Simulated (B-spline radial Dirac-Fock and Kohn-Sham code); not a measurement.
## Core and valence levels of Hf⁵¹⁺

System: the Hf⁵¹⁺ ion, [Ar] 3d3; nuclear rms radius 5.347 fm (A = 180).

Input file task.json (cfg lists n, l and occupation; rrms is the nuclear radius in fm):

```json
{"items": [{
  "Z": 72,
  "q": 51,
  "cfg": [[1, 0, 2], [2, 0, 2], [2, 1, 6], [3, 0, 2], [3, 1, 6], [3, 2, 3]],
  "A": 180,
  "rrms": 5.347,
  "do": ["binding"]
}]}
```

Launch: `python xray_run.py task.json out`

These are calculated numbers from a B-spline atomic structure program; the model is relaxed Dirac-Fock hole states (ΔSCF) with Breit and QED corrections and a finite nucleus. Correlation energy is missing from these numbers. Energies are counted from the vacuum level.

All terms are in eV, carry their sign (relaxation lowers the binding energy) and add up to the binding energy; ⟨r⟩ is the mean radius of the orbital in the initial state.

| subshell | −ε (Koopmans) | relaxation | Breit | self-energy | vacuum polarisation | binding energy | ⟨r⟩ (bohr) |
| --- | --- | --- | --- | --- | --- | --- | --- |
| K | 69090.4 | -39.59 | -211.01 | -134.21 | 24.69 | 68730.3 | 0.019 |
| L1 | 14618.3 | -11.10 | -23.98 | -19.40 | 3.34 | 14567.2 | 0.079 |
| L2 | 14106.7 | -14.11 | -38.24 | -0.06 | 0.13 | 14054.4 | 0.066 |
| L3 | 12896.4 | -12.16 | -23.31 | -1.44 | -0.12 | 12859.4 | 0.073 |
| M1 | 5502.8 | -1.52 | -5.38 | -4.99 | 0.83 | 5491.7 | 0.197 |
| M2 | 5288.6 | -1.88 | -8.76 | -0.17 | 0.04 | 5277.9 | 0.186 |
| M3 | 4990.4 | -1.57 | -5.22 | -0.46 | -0.03 | 4983.1 | 0.198 |
| M4,5 | 4671.6 | -2.18 | -2.89 | 0.18 | -0.03 | 4666.7 | 0.174 |

For the deepest level, K (1s), the Breit terms make up -0.307 % of the binding energy, QED -0.159 % and orbital relaxation -0.058 %.

Spin-orbit splittings: 2p 1195.0 eV, 3p 294.8 eV.

Going to the tabulated ground configuration of the next ion removes an electron from M4,5 (3d), computed at 4666.7 eV. NIST lists 4703 ± 4 eV as the ionisation energy of this species (theoretical), +36.33 eV from the computed value. Where a p, d or f shell is open in either ion the computed value averages over both j values and all terms, while the table refers to the lowest levels; that difference holds spin-orbit splitting (largest in heavy or highly charged ions), term energies where several electrons share open shells, and correlation, and it can reach 10 % or more.
